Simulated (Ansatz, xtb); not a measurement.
**Two conformers of H8NPSi2**

Structure X: `[SiH3]N[SiH2]P`, a singlet. Structure Y: `[SiH3]N[SiH2]P`, a singlet. Both are isolated molecules in the gas phase, relaxed with B3LYP/6-31G*.

X (Å):

```xyz
12

N    -1.5621   -1.5596   -0.1732
P     1.4663   -1.8038    1.5304
Si   -1.9461   -0.1449   -1.1218
Si   -0.0542   -2.4294   -0.0515
H    -3.3093   -0.2724   -1.7061
H    -0.9330   -0.0481   -2.2025
H    -1.9220    1.1252   -0.3398
H    -2.2680   -1.8348    0.5050
H    -0.3602   -3.8567    0.2413
H     0.6391   -2.3057   -1.3590
H     1.3959   -0.4077    1.2523
H     0.5321   -1.7361    2.6057
```

Y (Å):

| atom | x (Å) | y (Å) | z (Å) |
| --- | --- | --- | --- |
| N | -0.9362 | 0.3234 | -0.0184 |
| P | 1.8973 | 1.6927 | -0.9952 |
| Si | -2.5419 | -0.1600 | -0.5035 |
| Si | -0.1849 | 1.8942 | -0.0932 |
| H | -2.4971 | -1.5434 | -1.0518 |
| H | -3.5370 | -0.1589 | 0.6080 |
| H | -3.0133 | 0.7860 | -1.5461 |
| H | -0.3951 | -0.3943 | 0.4575 |
| H | -1.1089 | 2.7624 | -0.8687 |
| H | 0.0250 | 2.5085 | 1.2507 |
| H | 1.4767 | 1.7242 | -2.3554 |
| H | 2.1986 | 3.0851 | -0.9425 |

Q: Estimate which is lower in electronic energy at CCSD(T)/def2-SVP + ΔMP2/def2-TZVPP, and by roughly how much.

A: Too close to call at this level: CCSD(T)/def2-SVP + ΔMP2/def2-TZVPP gives E(Y) − E(X) = −0.02 kcal/mol.

Level by level:

```
                             level      geometry  E(Y) − E(X) (kcal/mol)  departure from the last row (kcal/mol)  job, with rough time for the two
                      B3LYP/6-31G*  B3LYP/6-31G*                     +0.32                                   +0.35             optimisation, 4.1 min
                       HF/def2-SVP  B3LYP/6-31G*                     −0.19                                   −0.17           part of the CCSD(T) run
                      MP2/def2-SVP  B3LYP/6-31G*                     +0.32                                   +0.34           part of the CCSD(T) run
                  CCSD(T)/def2-SVP  B3LYP/6-31G*                     +0.32                                   +0.34                      single point
CCSD(T)/def2-SVP + ΔMP2/def2-TZVPP  B3LYP/6-31G*                     −0.02                                                        single point, 46 s
```

The largest departure from CCSD(T)/def2-SVP + ΔMP2/def2-TZVPP is that of B3LYP/6-31G*, 0.35 kcal/mol. Levels run at GFN2-xTB geometries aren't shown. The last row adds to CCSD(T) the change of the MP2 difference between the two basis sets, here −0.34 kcal/mol.

With harmonic frequencies from B3LYP/6-31G* (ideal gas, rigid rotor, one conformer each, 298.15 K, 1 atm): on the last row, ΔE + ΔZPE = +0.01 kcal/mol. A mode under 50 cm⁻¹ makes harmonic enthalpies and free energies unreliable, so none is given.

The correlated steps freeze 16 core orbitals. Run with Ansatz 0.2.0; the last row on 1 thread of Arm Neoverse V2 on a shared host.
